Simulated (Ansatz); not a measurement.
`[OH][Hf]([OH])([F])[Cl]`, charge 0, multiplicity 1.

Give a relaxed structure at PBE0-D4/def2-TZVP (Ansatz). (Estimate.)

Ansatz gave: 
```xyz
7

O     1.6349    0.0657    0.4447
Hf   -0.0487    0.0061   -0.4413
O    -1.4910    0.1315    0.7943
F    -0.1517    1.4854   -1.6430
Cl   -0.2280   -2.0106   -1.6644
H     2.4025    0.1128    1.0045
H    -2.1181    0.2090    1.5052
```
Point group Cs.
